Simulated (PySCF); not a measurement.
C$_{6}$H$_{15}$Ga, charge +1, doublet, at a GFN2-xTB geometry (such geometries of metal compounds can be far from the true shape) (a state made from the parent by changing its charge; the spin is typed, not shown lowest). Base run: DF-B3LYP/pcseg-1 (PySCF).

The PySCF input:
```python
from pyscf import gto, scf, dft

mol = gto.Mole()
mol.atom = '''
    Ga   -0.017768   -0.129109    0.051029
    C     2.080342   -0.133763   -0.519546
    C     2.463332    1.265179   -0.921657
    H     2.154483   -0.853526   -1.338519
    H     2.619348   -0.494684    0.360051
    H     2.354915    1.972728   -0.097463
    H     1.889386    1.617540   -1.780656
    H     3.518722    1.270181   -1.214479
    C    -0.154689   -2.212936    0.737004
    C    -1.597098   -2.426528    1.092290
    H     0.524577   -2.283835    1.588332
    H     0.193014   -2.824137   -0.097673
    H    -2.254163   -2.319526    0.226539
    H    -1.929490   -1.753523    1.886338
    H    -1.721010   -3.449069    1.466550
    C    -1.560924    1.263269    0.039547
    C    -1.132557    2.592535   -0.581823
    H    -1.888331    1.406844    1.075777
    H    -2.396805    0.824645   -0.518012
    H    -0.823119    2.464713   -1.620440
    H    -0.311817    3.047133   -0.024714
    H    -1.969341    3.290354   -0.568427
'''
mol.basis = 'pcseg-1'
mol.charge = 1
mol.spin = 1
mol.verbose = 4
mol.build()

mf = dft.UKS(mol)
mf.xc = 'b3lyp'
mf = mf.density_fit(auxbasis='def2-universal-jkfit')
mf.kernel()
mf.analyze()
```

Each row names what was changed in the base input (with any setting that the change needs).

```csv
change,ΔE vs base (mEh),SCF cycles,<S^2>
base,0.000,12,0.764
init_guess = mod_huckel,0.000,16,0.764
conv_tol_grad = 1e-7,0.000,20,0.764
DIIS = ADIIS,0.000,16,0.764
conv_tol = 1e-4,0.015,6,0.763
damp = 0.5; diis_start_cycle = 5,0.000,13,0.764
init_guess = 1e,0.000,21,0.764
level_shift = 0.1 (with mf.max_cycle = 100),0.000,16,0.764
conv_tol = 1e-12,0.000,21,0.764
solver = newton,0.000,-,0.764
```

Open shells are given as the SCF converged; they aren't shown to be the lowest states, and a large step between rows can be another state.
